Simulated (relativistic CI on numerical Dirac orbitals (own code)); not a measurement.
# Lu47+: computed level list

Computed by Dirac-Coulomb-Breit CI, orbitals from a KLI potential per configuration, model QED, unscaled Slater integrals (own radial code, finite nucleus).

Configuration list (outside the closed core [Ne]): 3s2 3p6 3d6, 3s2 3p5 3d7, 3s2 3p4 3d8, 3s 3p6 3d7, 3p6 3d8, 3s 3p5 3d8, 3s2 3p6 3d5 4s, 3s2 3p6 3d5 4p, 3s2 3p4 3d7 4s, 3s2 3p6 3d5 4d, 3s2 3p4 3d7 4p, 3s2 3p5 3d6 4s, 3s2 3p6 3d5 4f, 3s2 3p4 3d7 4d, 3s 3p5 3d7 4s, 3s2 3p5 3d6 4p, 3s2 3p5 3d6 4d, 3s2 3p6 3d4 4s2, 3s 3p6 3d6 4s, 3p6 3d7 4s, 3p6 3d7 4p, 3s2 3p6 3d5 5s, 3p6 3d7 4d, 3s 3p6 3d5 4s2. Levels of other configurations are missing.

The lowest level is 3s2 3p6 3d6 3F_4, with 40 % of that term; Hund's rules for 3s2 3p6 3d6 give 5D with J = 4, of which the calculation keeps J, while another term leads.

| No. | Configuration | Term | J | E (eV) | % | Next component (%) | jj configuration (%) |
| --- | --- | --- | --- | --- | --- | --- | --- |
| 1 | 3s2 3p6 3d6 | 3F | 4 | 0.000 | 40 | 33 5D | 3d5/2^2 (97) |
| 2 | 3s2 3p6 3d6 | 3P | 2 | 7.210 | 41 | 20 3D | 3d5/2^2 (96) |
| 3 | 3s2 3p6 3d6 | 3P | 0 | 23.372 | 51 | 31 1S | 3d5/2^2 (90) |
| 4 | 3s2 3p6 3d6 | 5D | 3 | 50.433 | 64 | 23 3F | 3d3/2^3 3d5/2^3 (97) |
| 5 | 3s2 3p6 3d6 | 5D | 4 | 52.363 | 44 | 23 3H | 3d3/2^3 3d5/2^3 (96) |
| 6 | 3s2 3p6 3d6 | 5D | 1 | 54.903 | 49 | 31 3P | 3d3/2^3 3d5/2^3 (97) |
| 7 | 3s2 3p6 3d6 | 3G | 5 | 60.201 | 61 | 39 3H | 3d3/2^3 3d5/2^3 (100) |
| 8 | 3s2 3p6 3d6 | 3H | 6 | 60.302 | 67 | 33 1I | 3d3/2^3 3d5/2^3 (99) |
| 9 | 3s2 3p6 3d6 | 3F | 2 | 66.295 | 48 | 24 1D | 3d3/2^3 3d5/2^3 (96) |
| 10 | 3s2 3p6 3d6 | 3D | 3 | 67.732 | 31 | 27 3G | 3d3/2^3 3d5/2^3 (98) |
| 11 | 3s2 3p6 3d6 | 3P | 0 | 77.148 | 70 | 24 1S | 3d3/2^3 3d5/2^3 (87) |
| 12 | 3s2 3p6 3d6 | 1G | 4 | 80.686 | 42 | 30 3G | 3d3/2^3 3d5/2^3 (95) |
| 13 | 3s2 3p6 3d6 | 3D | 2 | 80.922 | 35 | 21 3F | 3d3/2^3 3d5/2^3 (89) |
| 14 | 3s2 3p6 3d6 | 3P | 1 | 81.357 | 62 | 32 3D | 3d3/2^3 3d5/2^3 (96) |
| 15 | 3s2 3p6 3d6 | 3F | 3 | 83.578 | 55 | 38 1F | 3d3/2^3 3d5/2^3 (99) |
| 16 | 3s2 3p6 3d6 | 5D | 2 | 106.493 | 62 | 27 3P | 3d3/2^2 3d5/2^4 (96) |
| 17 | 3s2 3p6 3d6 | 5D | 0 | 109.420 | 63 | 37 1S | 3d3/2^2 3d5/2^4 (96) |
| 18 | 3s2 3p6 3d6 | 3H | 4 | 112.778 | 42 | 37 3F | 3d3/2^2 3d5/2^4 (98) |
| 19 | 3s2 3p6 3d6 | 5D | 3 | 116.114 | 29 | 25 3D | 3d3/2^2 3d5/2^4 (94) |
| 20 | 3s2 3p6 3d6 | 3H | 5 | 116.963 | 61 | 39 3G | 3d3/2^2 3d5/2^4 (100) |
| 21 | 3s2 3p6 3d6 | 1I | 6 | 120.453 | 67 | 33 3H | 3d3/2^2 3d5/2^4 (99) |
| 22 | 3s2 3p6 3d6 | 3G | 3 | 123.153 | 42 | 41 3F | 3d3/2^2 3d5/2^4 (98) |
| 23 | 3s2 3p6 3d6 | 3D | 1 | 125.973 | 48 | 45 3P | 3d3/2^2 3d5/2^4 (95) |
| 24 | 3s2 3p6 3d6 | 1G | 4 | 127.961 | 52 | 29 3G | 3d3/2^2 3d5/2^4 (96) |
| 25 | 3s2 3p6 3d6 | 3F | 2 | 128.918 | 35 | 32 3P | 3d3/2^2 3d5/2^4 (95) |
| 26 | 3s2 3p6 3d6 | 3F | 2 | 139.666 | 69 | 17 3P | 3d3/2^2 3d5/2^4 (97) |
| 27 | 3s2 3p6 3d6 | 3F | 4 | 144.245 | 62 | 32 1G | 3d3/2^2 3d5/2^4 (97) |
| 28 | 3s2 3p6 3d6 | 1D | 2 | 161.777 | 81 | 8 3P | 3d3/2^2 3d5/2^4 (96) |
| 29 | 3s2 3p6 3d6 | 3P | 1 | 168.513 | 62 | 38 5D | 3d3/2 3d5/2^5 (99) |
| 30 | 3s2 3p6 3d6 | 1S | 0 | 177.866 | 79 | 18 3P | 3d3/2^2 3d5/2^4 (92) |
| 31 | 3s2 3p6 3d6 | 1G | 4 | 181.140 | 39 | 22 3F | 3d3/2 3d5/2^5 (96) |
| 32 | 3s2 3p6 3d6 | 3P | 2 | 186.869 | 34 | 26 1D | 3d3/2 3d5/2^5 (96) |
| 33 | 3s2 3p6 3d6 | 3F | 3 | 188.999 | 38 | 25 1F | 3d3/2 3d5/2^5 (97) |
| 34 | 3s2 3p6 3d6 | 3P | 0 | 237.219 | 59 | 28 1S | 3d5/2^6 (95) |
| 35 | 3s2 3p5 3d7 | 5G° | 6 | 355.513 | 68 | 29 3H° | 3p3/2^3 3d5/2^3 (95) |
| 36 | 3s2 3p5 3d7 | 3P° | 0 | 366.057 | 58 | 36 1S° | 3p3/2^3 3d5/2^3 (98) |
| 37 | 3s2 3p5 3d7 | 3G° | 5 | 366.590 | 45 | 38 5F° | 3p3/2^3 3d5/2^3 (98) |
| 38 | 3s2 3p5 3d7 | 3D° | 3 | 367.040 | 56 | 16 3F° | 3p3/2^3 3d5/2^3 (96) |
| 39 | 3s2 3p5 3d7 | 3F° | 4 | 379.250 | 54 | 26 5D° | 3p3/2^3 3d5/2^3 (92) |
| 40 | 3s2 3p5 3d7 | 3P° | 2 | 379.504 | 34 | 30 1D° | 3p3/2^3 3d5/2^3 (95) |
| 41 | 3s2 3p5 3d7 | 3P° | 2 | 392.661 | 35 | 25 3D° | 3p3/2^3 3d5/2^3 (95) |
| 42 | 3s2 3p5 3d7 | 3D° | 3 | 398.512 | 47 | 14 1F° | 3p3/2^3 3d5/2^3 (93) |
| 43 | 3s2 3p5 3d7 | 3F° | 4 | 398.791 | 37 | 26 5D° | 3p3/2^3 3d5/2^3 (91) |
| 44 | 3s2 3p5 3d7 | 3D° | 3 | 409.751 | 37 | 27 5P° | 3p3/2^3 3d5/2^3 (89) |
| 45 | 3s2 3p5 3d7 | 3D° | 1 | 410.673 | 28 | 24 1P° | 3p3/2^3 3d5/2^3 (91) |

Energies count from the lowest computed level; ° marks odd parity. Filled j subshells are mostly left out of the jj labels.

The mean weight of the leading LS term, summed over parents, in these 45 levels is 51 %, and that of the leading jj configuration (from the same eigenvectors) 95 %, so jj coupling describes them better and the LS labels are nominal.

At this charge energies of transitions that change n are usually good to better than 1 %, and those within a shell (Δn = 0) to a few per cent.

LS names give the leading component of a level, which can be under half, so a name can repeat, a term be missing and a line seem to break the LS rules.
